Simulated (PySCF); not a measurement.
SMILES C[Si](C)(C)C#C[Si](F)(F)F (C₅H₉F₃Si₂) (GFN2-xTB optimised geometry):

```
19

Si    -1.703    -2.800    -4.173
F     -3.278    -2.883    -4.336
F     -1.199    -4.296    -4.334
F     -1.198    -2.059    -5.481
C     -1.163    -2.005    -2.622
C     -0.806    -1.477    -1.593
Si    -0.255    -0.664     0.000
C     -0.960     1.105     0.000
C     -0.960    -1.704     1.431
C      1.650    -0.664     0.000
H     -2.044     1.097    -0.052
H     -0.678     1.642     0.901
H     -0.595     1.675    -0.850
H     -0.597    -2.727     1.392
H     -2.045    -1.740     1.395
H     -0.677    -1.292     2.396
H      2.044    -1.675    -0.058
H      2.044    -0.110    -0.847
H      2.044    -0.208     0.904
```

Method: PBE0/def2-SVP (PySCF 2.14.0).

Task: What are the frontier orbital energies and the dipole moment?

Result: HOMO-2 -9.46 eV, HOMO-1 -8.58 eV, HOMO -8.58 eV, LUMO -0.89 eV, LUMO+1 -0.89 eV; dipole moment 4.49 D.

On the same geometry PBE/def2-SVP in PySCF gives HOMO-2 -8.05 eV, HOMO-1 -7.25 eV, HOMO -7.25 eV, LUMO -1.70 eV, LUMO+1 -1.70 eV; dipole moment 4.28 D.

Meta-Löwdin charges at PBE0/def2-SVP: Si1 1.56, F2 -0.45, F3 -0.45, F4 -0.45, C5 -0.33, C6 -0.19, Si7 0.88, C8 -0.55, C9 -0.55, C10 -0.55, H11 0.12, H12 0.12, H13 0.12, H14 0.12, H15 0.12, H16 0.12, H17 0.12, H18 0.12, H19 0.12.
